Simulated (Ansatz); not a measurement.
Calculation: frozen-core CCSD(T)/def2-TZVPP // r2SCAN-D4/def2-SVP (Ansatz, a quantum-chemistry and plane-wave program).

Ansatz 0.2 input:
```yaml
crystal:
  periodic: [false, false, false]
  atoms:
    - { symbol: Sc, position_ang: [-0.023777, -0.020032, 0.028175] }
    - { symbol: O, position_ang: [-0.282452, 1.142485, -1.417095] }
    - { symbol: H, position_ang: [-0.538693, 1.987446, -1.79446] }
    - { symbol: O, position_ang: [0.613879, -1.755915, -0.26535] }
    - { symbol: H, position_ang: [0.921257, -2.466579, -0.833252] }
    - { symbol: O, position_ang: [-0.402085, 0.555559, 1.769813] }
    - { symbol: H, position_ang: [-0.450193, 0.418574, 2.718981] }
basis:
  gaussian: { orbitals: def2-TZVPP }
correlation:
  method: ccsd_t
```

Output:

```
Functional definition: HF
1281 factors; integrals over basis functions are off by at most 1.0e-3 eV
mean field evaluation 1: about -26832.4462 eV, gradient 7.3e1 eV
mean field evaluation 2: about -26832.5341 eV, gradient 7.3e1 eV
mean field evaluation 4: about -26841.4967 eV, gradient 2.5e0 eV
mean field evaluation 8: about -26841.5639 eV, gradient 2.4e-1 eV
mean field evaluation 16: about -26832.4465 eV, gradient 7.3e1 eV
mean field -26841.56424763 eV, -986.4092922345 hartree, gradient 1.7e-6 eV, S^2 0.000000; 0 other end points of the search recorded, 0 dependent functions left out
8 core orbitals not correlated
reference -26841.56424763 eV, -986.4092922345 hartree; 16, 16 occupied and 175, 175 virtual orbitals, 1281 factors
second order -28.16080924 eV of doubles, -0.00000000 eV of singles
cycle   1  -27.69157394 eV  change    4.7e-1 eV  update   1.4e-1
cycle   2  -28.31017482 eV  change   -6.2e-1 eV  update   5.2e-2
cycle   3  -28.49556019 eV  change   -1.9e-1 eV  update   2.5e-2
cycle   4  -28.48843773 eV  change    7.1e-3 eV  update   7.8e-3
cycle   5  -28.47869871 eV  change    9.7e-3 eV  update   3.1e-3
cycle   6  -28.48015034 eV  change   -1.5e-3 eV  update   1.1e-3
cycle   7  -28.47982067 eV  change    3.3e-4 eV  update   3.2e-4
cycle   8  -28.47966518 eV  change    1.6e-4 eV  update   9.1e-5
cycle   9  -28.47971244 eV  change   -4.7e-5 eV  update   4.0e-5
cycle  10  -28.47972021 eV  change   -7.8e-6 eV  update   1.2e-5
perturbative correction -1.05129359 eV, -0.0386343269 hartree
Total energy: -26871.09526142 eV, -987.4945369748 hartree
```

Cost: about 4 core-minutes (a rough figure).
